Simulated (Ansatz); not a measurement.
`[SiH3][S][AlH][SH]` + H–F → `[F][AlH][S][SiH3]` + H₂S at 600 K and 1 bar (ligand exchange at the Al–S bond).

Program: Ansatz. Geometries: PBE0-D4/def2-TZVP. ΔE: electronic, gas phase. CCSD(T)/CBS adds triple-zeta CCSD(T) − MP2 to the extrapolated MP2 energy (def2 sets, frozen cores). This one scheme is used for every species. One conformer a species, not always the lowest.

| species | CCSD(T)/CBS energy (Eh) | H − E (kJ/mol) | S (J/(mol·K)) |
| --- | --- | --- | --- |
| `[SiH3][S][AlH][SH]` | -1329.75661 | 180.6 | 469.3 |
| H–F | -100.39570 | 42.3 | 194.0 |
| `[F][AlH][S][SiH3]` | -1031.20495 | 154.6 | 440.8 |
| H₂S | -398.97279 | 60.8 | 230.9 |

H − E and S are ideal-gas, rigid-rotor, harmonic terms from PBE0-D4/def2-TZVP, for one conformer and one mirror image of each species. 1 Eh = 2625.50 kJ/mol, R = 8.31446 J/(mol·K).

Task: By hand: ΔE, ΔH, ΔS and ΔG.

Result: ΔE = (-1031.20495) + (-398.97279) − (-1329.75661) − (-100.39570) = -0.02543 Eh = -66.8 kJ/mol. Δ(H − E) = 154.6 + 60.8 − 180.6 − 42.3 = -7.5, so ΔH = -74.3 kJ/mol. ΔS = 440.8 + 230.9 − 469.3 − 194.0 = 8.4 J/(mol·K). ΔG = -74.3 − 600 × (8.4)/1000 = -79.3 kJ/mol.

Task: By hand: the equilibrium constant, and the temperature at which ΔG would vanish if ΔH and ΔS stayed fixed.

Result: log₁₀ K = −ΔG/(RT ln 10) = 6.9. ΔH and −TΔS have one sign here, so there is no such temperature.

The number of gas molecules stays the same, so ΔS is small and ΔH decides. A doubt of 5 kJ/mol in ΔE shifts log₁₀ K by 0.4 here. Other conformers and mirror images would add mixing entropy, several J/(mol·K) or more a flexible species. Modes under 60 cm⁻¹, often nearly free rotors, make the harmonic entropy too high. These are equilibria of isolated gas molecules and say nothing of rates. Largest T1 diagnostic: 0.012 (customary marks: 0.02 for closed shells, 0.045 for open ones).

ΔS is within the doubt of such terms, so its sign, and with it that verdict, could turn.
